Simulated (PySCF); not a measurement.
# How methods differ on the excitation energy of Mo⁺

Mo⁺ [Kr] 4d5 (6S) → Mo⁺ [Kr] 4d4 5s1 (6D), as a difference of total energies. All numbers are calculated (PySCF 2.14, scalar relativity by spin-free X2C-1e, in x2c-TZVPPall with one added diffuse shell each of s, p, d, f type (9s7p7d3f1g, 95 functions)). Correlated levels: valence: [Kr] frozen; valence and next inner shell: [Ar] 3d10 frozen. The calculations carry no spin-orbit coupling.

| method | excitation energy (cm⁻¹) |
| --- | --- |
| UHF | 11400 |
| LDA | 12105 |
| PBE | 12559 |
| PBE0 | 13327 |
| r2SCAN | 12148 |
| LC-wPBE | 14657 |
| PBEsol | 12711 |
| CAM-B3LYP | 12412 |
| MP2 (valence) | 13127 |
| SCS-MP2 (valence) | 11975 |
| MP2 (valence and next inner shell) | 12944 |
| SCS-MP2 (valence and next inner shell) | 12175 |

Errors of the correlated levels include the incompleteness of this basis and the frozen core.

For comparison: 12801 cm⁻¹ (measured; NIST levels, between the centres of gravity of the two terms).
